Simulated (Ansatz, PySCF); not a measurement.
formate (CHO₂), SMILES [O-]C=O, charge -1. Atoms are numbered in the order given.

```xyz
4

O      0.0000    -1.1310     0.2013
C      0.0000     0.0000    -0.3207
O      0.0000     1.1310     0.2013
H      0.0000     0.0000    -1.4592
```
Charge -1, spin multiplicity 1.

Geometry: PBE0-D3(BJ)/def2-TZVPD.

Two levels are set side by side: PBE-D3(BJ)/def2-TZVPD (Ansatz, a program for electronic structure) and PBE0-D3(BJ)/def2-TZVPD (Ansatz). Each level has its own optimised geometry; the coordinates shown are those of the second. Frequencies come from the Hessian of PySCF at each geometry. Differences are taken from unrounded values.

```tsv
quantity	PBE0-D3(BJ)	PBE-D3(BJ)	PBE-D3(BJ) minus PBE0-D3(BJ)
mean bond length (Å)	1.210	1.223	0.013
bond O1–C2 (Å)	1.246	1.260	0.014
bond C2–O3 (Å)	1.246	1.260	0.014
bond C2–H4 (Å)	1.139	1.150	0.012
highest harmonic wavenumber (cm⁻¹)	2592	2468	-123
mean harmonic wavenumber (cm⁻¹)	1472	1396	-76
zero-point energy (kcal/mol)	12.63	11.97	-0.65
```

GGA bonds tend to be longer and softer than those of functionals with exact exchange. Differences between two approximate levels are no errors against the true value.
